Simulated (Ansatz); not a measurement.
Input for Ansatz (a quantum-chemistry and plane-wave program): R-PBE/def2-TZVPPD on CH4F2O (a complex), monomers drawn apart or pushed together. Files ending in .json are basis or fitting sets from the Basis Set Exchange.

Ansatz 0.2 input:
```yaml
crystal:
  periodic: [false, false, false]
  atoms:
    - {symbol: O, position_ang: [0.24599637, 0.28892396, -0.05210332]}
    - {symbol: H, position_ang: [0.38210262, -0.47114322, -0.62652152]}
    - {symbol: H, position_ang: [-0.54111725, 0.08411645, 0.46665587]}
    - {symbol: F, position_ang: [0.66588098, -0.73259455, 4.07141479]}
    - {symbol: C, position_ang: [0.26943646, 0.41222901, 3.45245356]}
    - {symbol: F, position_ang: [-0.98285329, 0.19864575, 2.92760322]}
    - {symbol: H, position_ang: [0.94720929, 0.62929170, 2.62835797]}
    - {symbol: H, position_ang: [0.19174563, 1.20641399, 4.19543115]}
basis:
  gaussian:
    orbitals: def2-TZVPPD.json
hamiltonian:
  xc: {name: PBE}
scf: {lower_state_search: off}
```

The log:

```
WARN ansatz: RAYON_NUM_THREADS=1 ignored (pool sized by the plan → 1); use --threads N
Functional definition: PBE
these checks for a lower state are left out or cut short: stability, starts, cluster_reference, orbital_swaps, neighbouring_geometries, increment
integrals: 0.11 GiB planned
988 factors; their error is unknown
mean field: 0.89 GiB planned
mean field evaluation 1: about -8570.6742 eV, gradient 6.8e1 eV
mean field evaluation 2: about -8540.7160 eV, gradient 1.4e2 eV
mean field evaluation 4: about -8578.0780 eV, gradient 8.6e0 eV
mean field evaluation 8: about -8578.2025 eV, gradient 1.5e-1 eV
mean field evaluation 16: about -8578.1816 eV, gradient 1.3e-4 eV
mean field -8578.18160021 eV, -315.2423593075 hartree, gradient 1.3e-6 eV, S^2 0.000000; 0 other end points of the search recorded, 0 dependent functions left out
reference -8578.18166211 eV, -315.2423615822 hartree; 18, 18 occupied and 207, 207 virtual orbitals, 988 factors
Total energy: -8578.18166211 eV, -315.2423615822 hartree
Checks for a lower state left out: stability, starts, cluster_reference, orbital_swaps, neighbouring_geometries, increment
```

Self-consistency was reached.

Cost: roughly 1.3 core-seconds.
